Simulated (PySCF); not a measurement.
A structure optimised at PBE-D3(BJ)/def2-SVP, used in a PySCF frequency run:

```xyz
10

Mo    -0.0179    -0.0116    -0.2225
N     -0.1872    -1.1969    -1.4807
H      0.2445    -1.8965    -2.1007
S      2.0109     0.2680     0.3642
C     -0.6495     1.7832    -1.1268
H     -0.5810     2.6014    -0.3800
H     -1.7021     1.6525    -1.4562
H     -0.0270     2.0370    -2.0083
S     -1.3703    -0.5724     1.6062
H     -2.2240    -1.3601     0.8899
```

Task: Write its SMILES and formula.

Result: [CH3][Mo](=[NH])(=[S])[SH], CH5MoNS2

Task: What are its rotational constants (standard atomic weights)?

Result: 2.3859, 1.6462, 1.3751 GHz
